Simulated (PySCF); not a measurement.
Ge(H)3(PH2) (GeH5P), SMILES [PH2][GeH3]. Atoms are numbered in the order given.

```xyz
7

Ge    -0.7397    -0.0032     0.0000
P      1.5975     0.1190     0.0000
H     -1.2564     0.7260     1.2523
H     -1.2564     0.7260    -1.2523
H     -1.2740    -1.4468     0.0000
H      1.7472    -0.8434     1.0323
H      1.7472    -0.8434    -1.0323
```
Charge 0, spin multiplicity 1.

Geometry optimised at B3LYP-D3(BJ)/def2-TZVP.

The numbers are results of TDA-CAM-B3LYP/def2-SVPD (PySCF), not measurements.

Vertical excitations. Gas-phase values at a fixed geometry. State labels are in the subgroup Cs.

Computed excitation energies, oscillator strengths and character:
| state | symmetry | energy (eV) | λ (nm) | f | main pairs |
|---|---|---|---|---|---|
| S1 | A' | 6.56 | 189 | 0.049 | HOMO→LUMO 71 %, HOMO→LUMO+1 21 % |
| S2 | A' | 6.69 | 185 | 0.272 | HOMO→LUMO+1 72 %, HOMO→LUMO 17 % |
| S3 | A" | 6.76 | 183 | 0.016 | HOMO→LUMO+2 85 % |
| S4 | A' | 7.64 | 162 | 0.006 | HOMO→LUMO+3 78 %, HOMO−1→LUMO 16 % |
| S5 | A" | 7.66 | 162 | 0.007 | HOMO→LUMO+4 84 % |
| S6 | A' | 7.91 | 157 | 0.123 | HOMO−1→LUMO 61 %, HOMO→LUMO+5 15 %, HOMO→LUMO+3 10 % |
| S7 | A' | 8.21 | 151 | 0.154 | HOMO−1→LUMO+1 78 %, HOMO→LUMO+5 15 % |
| S8 | A" | 8.35 | 148 | 0.082 | HOMO−2→LUMO 70 %, HOMO−2→LUMO+1 13 %, HOMO−1→LUMO+2 11 % |
| S9 | A' | 8.45 | 147 | 0.219 | HOMO→LUMO+5 53 %, HOMO−1→LUMO 12 %, HOMO−1→LUMO+1 10 %, HOMO−3→LUMO 9 % |
| S10 | A" | 8.60 | 144 | 0.000 | HOMO−1→LUMO+2 60 %, HOMO−2→LUMO 21 % |
| T1 | A' | 5.33 | 233 | 0 | HOMO→LUMO 69 % |
| T2 | A" | 5.78 | 215 | 0 | HOMO→LUMO+2 87 % |
| T3 | A' | 6.26 | 198 | 0 | HOMO→LUMO+1 84 % |
| T4 | A' | 7.02 | 177 | 0 | HOMO−1→LUMO 69 %, HOMO−1→LUMO+1 11 % |
Triplets are in the Tamm–Dancoff approximation.
